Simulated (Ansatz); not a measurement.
Relaxation of GaH$_{5}$O$_{3}$ (9 atoms, charge 0, multiplicity 1), to a largest force component of 0.03 eV/Å in at most 50 steps.

Theory: RKS r2SCANh-D4/def2-SVP (Ansatz).

```xyz
9
Properties=species:S:1:pos:R:3
Ga 0.037 -0.639 -0.130
O 0.336 0.742 -1.311
O 1.229 -1.284 1.002
O -1.555 -1.393 -0.138
H -0.480 1.736 0.567
H -0.755 1.721 1.214
H 1.266 0.945 -1.450
H 2.060 -0.803 1.055
H -2.137 -1.025 -0.811
```

Where does it end, and by what steps?

It converged. After 8 steps the energy has fallen by 0.135 eV; H6 moved furthest, 0.29 Å.

```
step  energy less start (eV)  largest force component (eV/Å)  accepted
   0                  0.0000                           2.291       yes
   1                 -0.1109                           0.575       yes
   2                 -0.1227                           0.271       yes
   3                 -0.1279                           0.225       yes
   4                 -0.1129                           0.496        no
   5                 -0.1323                           0.080       yes
   6                 -0.1345                           0.047       yes
   7                 -0.1347                           0.039       yes
   8                 -0.1352                           0.005       yes
```

```xyz
9
Properties=species:S:1:pos:R:3
Ga 0.030 -0.567 -0.164
O 0.417 0.548 -1.499
O 1.167 -1.093 1.089
O -1.582 -1.285 -0.122
H -0.546 1.768 0.686
H -0.723 1.474 1.364
H 1.321 0.876 -1.514
H 2.054 -0.730 1.012
H -2.137 -0.991 -0.852
```

The run took 21 s on 2 threads of Intel(R) Xeon(R) Platinum 8488C (Sapphire Rapids) (shared host), peak memory 0.27 GiB.
